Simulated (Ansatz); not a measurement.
Ideal-gas functions of Br₂F₂Ti, SMILES `[F][Ti]([F])([Br])[Br]` at 600 K and 1 bar, from an Ansatz frequency run at PBE0-D4/def2-TZVP.

Molar mass 245.67 g/mol, point group C2v (symmetry number 2), electronic degeneracy 1, moments of inertia 274.945, 652.351, 775.422 u Å². Harmonic wavenumbers (cm⁻¹, unscaled): 84, 142, 144, 160, 189, 332, 418, 770, 807.

Use S(trans) = R[1.5 ln M + 2.5 ln T − 1.1517]; rotational temperatures θ = 24.2544 K / I; S(rot) = R[ln(√π/σ · √(T³/θAθBθC)) + 1.5]; for each mode x = 1.438777 ν̃/T, S = R[x/(eˣ − 1) − ln(1 − e⁻ˣ)] and H = RT x/(eˣ − 1); 1 cm⁻¹ = 0.0119627 kJ/mol; R = 8.31446 J/(mol·K).

**Question.** By hand: the entropy, in J/(mol·K).

**Answer.** Translation 192.0. Rotation: θ = 0.0882, 0.0372, 0.0313 K, giving 129.4. Vibration, mode by mode: 21.65, 17.31, 17.20, 16.33, 14.97, 10.43, 8.63, 4.30, 4.01, in all 114.8. Electronic 0.0. Sum 436.2 J/(mol·K).

**Question.** By hand: H − E and G − E in kJ/mol, counted from the electronic energy.

**Answer.** Zero-point energy ½ × 3046 × 0.0119627 = 18.2; thermal vibration 30.4; translation, rotation and pV give 4 RT = 20.0. H − E = 68.6 kJ/mol, and G − E = 68.6 − 600 × 436.2/1000 = -193.1 kJ/mol.

Vibration gives 26 % of the entropy, 56.2 J/(mol·K) of it from the modes under 150 cm⁻¹: soft modes count most, and the harmonic formula is weakest for them.
